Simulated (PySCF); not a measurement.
Isomers of C8H11ClSi, mass 170.032 u with the commonest isotopes. Theory: PBE0/pcSseg-1 in PySCF (dipole) on a GFN2-xTB geometry, gas phase. One conformer each, none proved a minimum here; rigid rotors.

**Question.** Order these by rotational constant A, smallest first.
A. `[SiH3:1][CH2:2][C:3]1=[CH:4][C:5]2([CH2:6][CH2:7]2)[C:8]([Cl:9])=[CH:10]1` with Si1–C2–C3–C4 99°
B. `[CH3:1][C:2]1=[C:3]([Cl:4])[CH:5]=[CH:6][Si@H:7]1[CH:8]1[CH2:9][CH2:10]1` with C6–Si7–C8–C9 -41°
C. `[CH3:1]/[C:2]1=[CH:3]/[C:4]([Cl:5])=[CH:6]\[CH:7]=[CH:8]/[SiH2:9][CH2:10]1` with C2–C3–C4–Cl5 -117°, C4–C6–C7–C8 -46°, C7–C8–Si9–C10 12°, C8–Si9–C10–C2 63°
D. `[CH3:1][Si:2]([CH3:3])([Cl:4])[c:5]1[cH:6][cH:7][cH:8][cH:9][cH:10]1` with C1–Si2–C5–C6 -123° (Me2PhSiCl)

**Answer.** C (1354 MHz), D (1652 MHz), A (1750 MHz), B (1871 MHz).

**Question.** Order these by rotational constant B, largest first.
A. `[CH3:1][Si:2]([CH3:3])([Cl:4])[c:5]1[cH:6][cH:7][cH:8][cH:9][cH:10]1` with C1–Si2–C5–C6 -123°
B. `[CH3:1][C:2]1=[C:3]([Cl:4])[CH:5]=[CH:6][Si@H:7]1[CH:8]1[CH2:9][CH2:10]1` with C6–Si7–C8–C9 -41°
C. `[CH3:1]/[C:2]1=[CH:3]/[C:4]([Cl:5])=[CH:6]\[CH:7]=[CH:8]/[SiH2:9][CH2:10]1` with C2–C3–C4–Cl5 -117°, C4–C6–C7–C8 -46°, C7–C8–Si9–C10 12°, C8–Si9–C10–C2 63°
D. `[SiH3:1][CH2:2][C:3]1=[CH:4][C:5]2([CH2:6][CH2:7]2)[C:8]([Cl:9])=[CH:10]1` with Si1–C2–C3–C4 99°

**Answer.** C (760.7 MHz), A (610.9 MHz), B (585.2 MHz), D (551.5 MHz).

**Question.** Order these by rotational constant C, largest first.
A. `[CH3:1][C:2]1=[C:3]([Cl:4])[CH:5]=[CH:6][Si@H:7]1[CH:8]1[CH2:9][CH2:10]1` with C6–Si7–C8–C9 -41°
B. `[CH3:1]/[C:2]1=[CH:3]/[C:4]([Cl:5])=[CH:6]\[CH:7]=[CH:8]/[SiH2:9][CH2:10]1` with C2–C3–C4–Cl5 -117°, C4–C6–C7–C8 -46°, C7–C8–Si9–C10 12°, C8–Si9–C10–C2 63°
C. `[SiH3:1][CH2:2][C:3]1=[CH:4][C:5]2([CH2:6][CH2:7]2)[C:8]([Cl:9])=[CH:10]1` with Si1–C2–C3–C4 99°
D. `[CH3:1][Si:2]([CH3:3])([Cl:4])[c:5]1[cH:6][cH:7][cH:8][cH:9][cH:10]1` with C1–Si2–C5–C6 -123°

**Answer.** D (560.4 MHz), B (546.4 MHz), A (534.1 MHz), C (465.9 MHz).

```
                     SMILES  point group  Ia (u·Å²)  Ib (u·Å²)  Ic (u·Å²)      κ  μa (D)  μb (D)  μc (D)
 [SiH3]CC1=CC2(CC2)C(Cl)=C1           C1     288.72     916.42    1084.64  -0.87    0.37    1.49    0.23
       C[Si](C)(Cl)c1ccccc1           C1     305.92     827.22     901.79  -0.91    1.10    1.36    1.20
C/C1=C/C(Cl)=C\C=C/[SiH2]C1           C1     373.35     664.34     924.89  -0.47    1.62    0.22    0.26
   CC1=C(Cl)C=C[Si@H]1C1CC1           C1     270.04     863.59     946.22  -0.92    2.16    0.44    0.04
```
